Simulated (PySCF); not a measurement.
## Levels of La²⁺ from EOM-EA-GCCSD

Reference: closed-shell La³⁺, [Xe]; one electron is added. Calculated with PySCF 2.14, two-component X2C-1e with screened spin-orbit coupling, x2c-TZVPPall-2c with one added diffuse shell each of s, p, d type (12s12p11d3f1g, 133 functions); frozen [Ar] 3d10; the 18 highest virtual spinors dropped; of the others 110 kept and the rest restored at second order. No Breit or QED terms. Binding energies in eV.

```tsv
level	Koopmans	second order	EOM-CCSD
5d3/2	17.938	18.857	18.776
5d5/2	17.770	18.644	18.571
6s1/2	16.580	17.430	17.326
6p1/2	13.380	13.949	13.888
6p3/2	13.037	13.552	13.497
4f5/2	11.668	13.610	13.521
4f7/2	11.622	13.511	13.434
7s1/2	8.555	8.768	8.740
```

Electric-dipole lines between these computed levels:

| lower | upper | ΔE (eV) | vacuum wavelength (nm) |
| --- | --- | --- | --- |
| 5d3/2 | 6p1/2 | 4.888 | 253.7 |
| 5d3/2 | 6p3/2 | 5.279 | 234.9 |
| 5d3/2 | 4f5/2 | 5.254 | 236.0 |
| 5d5/2 | 6p3/2 | 5.075 | 244.3 |
| 5d5/2 | 4f5/2 | 5.050 | 245.5 |
| 5d5/2 | 4f7/2 | 5.138 | 241.3 |
| 6s1/2 | 6p1/2 | 3.438 | 360.6 |
| 6s1/2 | 6p3/2 | 3.829 | 323.8 |
| 6p1/2 | 7s1/2 | 5.148 | 240.9 |
| 6p3/2 | 7s1/2 | 4.757 | 260.6 |

Quantum defects δ = n − Z_c √(13.6057 eV / E) with Z_c = 3: 5d3/2 2.446, 5d5/2 2.432, 6s1/2 3.342, 6p1/2 3.031, 6p3/2 2.988, 4f5/2 0.991, 4f7/2 0.981, 7s1/2 3.257.

For comparison, the ionisation energy of La²⁺ is 19.177 eV (measured; NIST Atomic Spectra Database, ionization energies).

Gaps of this size point to the basis (12s12p11d3f1g), which has few functions of high l to correlate and polarise the inner shells.

The highest levels are limited by the diffuse functions of the basis.
